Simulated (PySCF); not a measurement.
## Ce(IV) with different ligands

Computed with PySCF 2.14.0, PBE0, def2-SVP on the ligands, density fitting, scalar-relativistic core potentials, no spin-orbit coupling, vacuum. The metal has def2-SVP with ECP28. Each complex is relaxed within the symmetry of a template of the same shape. Distances are means of the shortest metal–ligand contacts, charges and spins Mulliken's; removal energies are rigid, with the ligand's formal charge and no counterpoise, so too large; for an anion taken off a cation in vacuum most of it is the attraction of opposite charges, and multiply charged cations can part far more cheaply with an electron moved from ligand to metal.

```
         complex  point group  M–first ligand (Å)  charge on M (e)  HOMO–LUMO gap (eV)  removal of one first-named ligand (eV)  strongest infrared band, degenerate modes summed (cm⁻¹)  unstable modes (below −25 cm⁻¹)
[Ce(BH4)3(H2O)]+           Cs               2.202             0.92                4.34                                   12.94                                                        –                        not given
    [CeH3(NH3)]+          C3v               1.920             1.19                3.98                                   14.63                                                        –                         1 (soft)
```

Task: What does the calculation give for [CeH3(H2O)]+?

Result: point group: Cs, M–first ligand (Å): 1.919, charge on M (e): 1.22, HOMO–LUMO gap (eV): 3.94, removal of one first-named ligand (eV): 14.78, strongest infrared band, degenerate modes summed (cm⁻¹): 1564, unstable modes (below −25 cm⁻¹): 0.
```xyz
7

Ce    0.2473   -0.2027    0.2027
H     1.2482    1.0334    1.2767
H    -1.0393   -1.2084    1.2084
H     1.2482   -1.2767   -1.0334
O    -1.1848    1.1775   -1.1775
H    -1.5333    2.0591   -0.9647
H    -1.5333    0.9647   -2.0591
```

Members with unstable modes aren't minima as they stand: saddle points kept by symmetry or, where the modes are soft, flat surfaces and noise. One start shape was tried for each, so a minimum needn't be the lowest isomer.
